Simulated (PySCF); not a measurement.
## Does the structure fit the spectrum?

A compound C3H8BN gives the data below (simulated from a calculation) and was assigned the structure `[BH3-][N+]#CCC`.

13C{1H} NMR (computed): δ 147.1 (CH), 120.2 (CH2), 55.2 (CH2).

1H NMR (500 MHz, computed): δ 6.13 (ddt, J = 18.3, 11.8, 3.7 Hz, 1H), 5.62 (dtd, J = 18.3, 3.3, 1.9 Hz, 1H), 5.52 (dtd, J = 11.8, 3.3, 1.9 Hz, 1H), 4.78 (br, 2H), 4.44 (br s, 1H), 3.86 (q, J = 3.4 Hz, 2H).

PySCF 2.14 calculation with B3LYP/pcJ-1 coupling constants (spin–dipole term only in couplings to heteroatoms), PBE0/pcSseg-1 with gauge-including orbitals and PBE0-D3(BJ)/def2-SVP geometry; one computed conformer, non-relativistic Hamiltonian, no solvent, averaged over atoms made equivalent by symmetry, fast rotation or ring inversion.

Scale: TMS for 1H (σ = 31.27 ppm) and 13C (σ = 184.41 ppm) (reference shieldings calculated alike).

(1) Compare with the shifts computed for the proposed structure, pairing carbons in order of shift.

(2) Which isomer fits?

Results:

(1) Atoms are numbered as in `[BH3-:1][N+:2]#[C:3][CH2:4][CH3:5]`. Each H is labelled by its parent atom.

| atom | computed for proposal | given list | difference |
| --- | --- | --- | --- |
| C3 | 117.1 | 147.1 | -30.0 |
| C4 | 13.0 | 120.2 | -107.2 |
| C5 | 11.4 | 55.2 | -43.8 |

The rms difference is 69.0 ppm and the largest -107.2 ppm at C4 (sp3 CH2 α to a nitrile). The carbon types in order of shift don't match either: C, CH2, CH3 for the proposal against CH, CH2, CH2 in the data. The proposal doesn't fit.

(2) `BNCC=C`.

1. δC 147.1: alkene CH; as expected for a trigonal carbon in a double bond.
2. δC 120.2: terminal =CH2 carbon; an sp2 carbon of a C=C bond.
3. δC 55.2: allylic sp3 CH2 bonded to N; the inductive effect lowers its shielding.
4. δH 5.62, 5.52: hydrogen on a terminal =CH2 carbon; attached to an sp2 carbon and in the plane of the double bond.
5. The protons at 6.13 and 5.62 share a coupling of 18.3 Hz (vicinal, trans across C=C).
6. The protons at 6.13 and 5.52 share a coupling of 11.8 Hz (vicinal, cis across C=C).
7. The protons at 3.86 and 6.13 share a coupling of 3.7 Hz (vicinal).

The data come from this structure; uniqueness wasn't tested.

Exchangeable OH/NH protons stand at their gas-phase positions; hydrogen bonding in a real sample shifts them, mostly to higher δ. Hydrogens on boron are broadened and split by 11B (spin 3/2, 80 %) and 10B (spin 3). Splittings below 1 Hz are ignored in the labels, and close J values are merged. Unscaled 3J(H,H) at this level run about 10 % above measured values. Shifts are as computed. Against solution values, carbons near 30 ppm lie about +2 ppm off and those near 130 ppm about +5 ppm. Of 1313 compounds with measured shifts, 239 miss one by over three times the rms of a fit or turn the order of signals round; such compounds aren't used in these exercises. Couplings across =CH–CH2 type bonds come from one rotamer and its mirror image, and can be 1–2 Hz further off. Couplings to exchangeable protons are dropped.
